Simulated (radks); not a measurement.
Results of a calculation; reference values are marked as such.
Question: Species: Ir40+. Configuration: [Kr] 4d1. Level of theory: scalar-relativistic Kohn-Sham, BLYP, spin-polarised, spherical densities, finite nucleus; open shells are filled with parallel spins first (spin-orbit coupling, left out, can overturn this in heavy ions); Fermi nuclear charge, rms radius 5.4032 fm (a radial shooting solver on a logarithmic mesh with Libxc functionals). Some entries of the table are withheld. Estimate them.

orbital,occ.,eigenvalue (hartree),<r^2> (bohr^2)
1s up,1,-2863.968,0.0004197
1s down,1,-2863.967,0.0004196
2s up,1,-556.4688,0.006410
2s down,1,-556.4235,0.006409
2p up,3,-492.4285,0.005354
2p down,3,-492.3914,0.005354
3s up,1,-179.4325,0.04054
3s down,1,-179.4085,0.04053
3p up,3,-160.6368,0.04117
3p down,3,-160.6101,0.04115
3d up,5,-140.4372,0.03374
3d down,5,-140.3985,0.03374
4s up,1,(1),0.1644
4s down,1,(2),0.1644
4p up,3,-74.79143,0.1759
4p down,3,-74.66240,0.1760
4d up,1,-66.87356,(3)
4d down,0,-66.74519,(4)

Answer: 
(1) 4s up eigenvalue (hartree): -81.74536
(2) 4s down eigenvalue (hartree): -81.61528
(3) 4d up <r^2> (bohr^2): 0.1761
(4) 4d down <r^2> (bohr^2): 0.1762
